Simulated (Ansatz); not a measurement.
Basis-set series for CH$_{6}$GeO, SMILES `C[O][GeH3]`. Charge 0, multiplicity 1. The structure was optimised at the PBE0-D4/def2-TZVP level.

```
functional       basis  functions  energy (Eh)  HOMO (eV)  LUMO (eV)
   PBE0-D4  def2-TZVPP        194  -2193.59085      -7.77       0.31
   PBE0-D4  def2-QZVPP        383  -2193.64320      -7.80       0.06
   ωB97M-V  def2-TZVPP        194  -2193.80766     -10.15       2.08
   ωB97M-V  def2-QZVPP        383  -2193.85881     -10.18       1.55
```

(1) Give the rows for def2-SVP. (Best estimate.)

## Answers

(1) Ansatz gave: 
```csv
functional,basis,functions,energy (Eh),HOMO (eV),LUMO (eV)
PBE0-D4,def2-SVP,90,-2193.19017,-7.64,0.58
ωB97M-V,def2-SVP,90,-2193.40180,-10.00,2.47
```

Positive LUMOs are unbound and depend on the basis. Scalar relativity is left out up to krypton.
